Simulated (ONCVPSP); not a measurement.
**Sn (Z = 50): variants of one ONCV potential**

Base potential:

ONCVPSP 4.0.1 input, shortened (lines: element, Z, core and valence counts, functional; n l f; lmax; l rc ep ncon nbas qcut; lloc lpopt rc5 dvloc0; l nproj debl; icmod fcfact rcfact), PBEsol, scalar-relativistic:

```
  Sn 50.00    6    5  -116133      upf
    1    0    2.00
    2    0    2.00
    2    1    6.00
    3    0    2.00
    3    1    6.00
    3    2   10.00
    4    0    2.00
    4    1    6.00
    4    2   10.00
    5    0    2.00
    5    1    2.00
    2
    0    1.40    0.00    3    7    9.30
    1    1.30    0.00    3    6    8.20
    2    1.15    0.00    4    9    7.90
    4    5    0.90   -1.00
    0    2    3.50
    1    2    2.50
    2    2    3.60
    1    0.40    0.00
```

Cutoffs, loose and tight: the cutoffs (Ha) at which the residual kinetic energy of the hardest occupied pseudo-wave falls to 1 and 0.1 mHa per electron. They do not see the model core or the augmentation charge, which bear on the density cutoff. Test errors are all-electron minus pseudo excitation energies from the reference, over the configurations 4s2 4p6 4d10 5s2 5p1; 4s2 4p6 4d10 5s2 5p0; 4s2 4p6 4d10 5s1 5p0; 4s2 4p6 4d9 5s2 5p3. A dash means not determined; rows that change the core or the reference have their own tests.

| change | outcome | cutoff, loose | cutoff, tight | bound ghosts | GHOST(+) flags above zero | largest test error (meV) |
| --- | --- | --- | --- | --- | --- | --- |
| base | generated | 130 Ha | 229 Ha | none | s, d | -13 |
| p: ncon 4, nbas 7 | generated | 130 Ha | 229 Ha | none | s, d | -13 |
| local potential polynomial inside 0.75 bohr (lpopt 5, dvloc0 4 Ha) | generated | 130 Ha | 229 Ha | none | s, d | -13 |
| core correction polynomial model core, fcfact 1.26 | generated | 130 Ha | 229 Ha | none | s, d | -13 |
| local potential polynomial inside 0.90 bohr (lpopt 5, dvloc0 -2.5 Ha) | generated | 130 Ha | 229 Ha | none | s, d | -13 |

Q: What comes out with this change to the base: d: rc 1.58?

A: outcome: generated; cutoff, loose: 30 Ha; cutoff, tight: 60 Ha; bound ghosts: none; GHOST(+) flags above zero: s; largest test error (meV): +38.

Q: What comes out with this change to the base: d: rc 1.16?

A: outcome: generated; cutoff, loose: 122 Ha; cutoff, tight: 223 Ha; bound ghosts: none; GHOST(+) flags above zero: s, d; largest test error (meV): -13.

Q: What comes out with this change to the base: d: qcut 9.6?

A: outcome: generated; cutoff, loose: 42 Ha; cutoff, tight: 62 Ha; bound ghosts: none; GHOST(+) flags above zero: s; largest test error (meV): -12.
